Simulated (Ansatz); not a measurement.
H₇NSeSi₂ (`N[SiH2][SiH2][SeH]`) at its PBE0-D4/def2-TZVP geometry, where that method's forces vanish. Charge 0, multiplicity 1.

```xyz
11

N    -0.5156   -1.5740   -0.8005
Si    0.8397   -0.7966   -0.0868
Si   -0.0568    0.9699    1.1540
Se   -1.5490    2.0586   -0.2139
H    -0.4124   -2.4314   -1.3183
H    -1.2549   -0.9997   -1.1760
H     1.8416   -0.2113   -1.0342
H     1.5741   -1.7806    0.7546
H     0.9689    1.9149    1.6727
H    -0.9040    0.5105    2.2851
H    -0.5316    2.3397   -1.2367
```

Task: What forces (eV/Å) does PBE-D4/def2-TZVPP give on these atoms in Ansatz? (An estimate is asked.)

Result: The calculation gave: 
```
N1  -0.063 -0.070  0.183
Si2  0.126  0.133  0.091
Si3  0.101 -0.081 -0.033
Se4 -0.345  0.050  0.058
H5   0.022 -0.291 -0.182
H6  -0.253  0.191 -0.136
H7   0.128  0.077 -0.089
H8   0.078 -0.110  0.090
H9   0.118  0.098  0.071
H10 -0.098 -0.041  0.121
H11  0.186  0.045 -0.175
```
